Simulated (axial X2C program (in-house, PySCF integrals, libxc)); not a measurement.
# Worked dissociation energy of HfO⁻: PBE0, spin-free

Computed with an in-house relativistic program for diatomic molecules. Spin-free means the one-electron spin-free X2C Hamiltonian. Basis: Hf dyall-acv3z [14s15p10d7f4g], O dyall-av3z [7s6p3d2f] (cores contracted in-house); Gaussian nuclei, density fitting, unrestricted open shells. Masses: Hf 179.947 u, O 15.995 u.

Molecular state: M_S = 1/2, Λ = 2 (beyond evenly filled blocks: δ+α).

```
E(Hf) (2M_S = 2, M_L = 0) : -15078.521570 hartree
E(O-) (2M_S = 1, M_L = 0) : -75.126752 hartree
E(HfO⁻) at Re             : -15153.922312 hartree
ωe                        : 892.8 cm⁻¹
ωexe                      : 2.96 cm⁻¹
```

**Question.** Work out De and D0.

**Answer.** De = -15078.521570 + (-75.126752) − (-15153.922312) = 0.27399 hartree = 7.456 eV. The zero-point energy is ωe/2 − ωexe/4 = 446 cm⁻¹ = 0.055 eV, so D0 = 7.400 eV.

The state is a single determinant with fixed occupations, the lowest that a limited PBE0 search found. De is counted from the lowest determinant-based energies of the atoms at the same level, without counterpoise correction. PBE0 can misorder states that lie within some tenths of an eV, so this need not be the ground state of the molecule. The nearest other spin-free determinant of the search, M_S = 1/2, Λ = 1, lies 0.10 eV up at the distance of the search. The functionals have no current-density term, which raises determinants with orbital currents, atoms included. The highest occupied level of some functionals is positive through self-interaction error; at Hartree–Fock it is bound.

Each atomic determinant is the lowest at this level and need not be a pure term. Totals compare only within one Hamiltonian and basis.
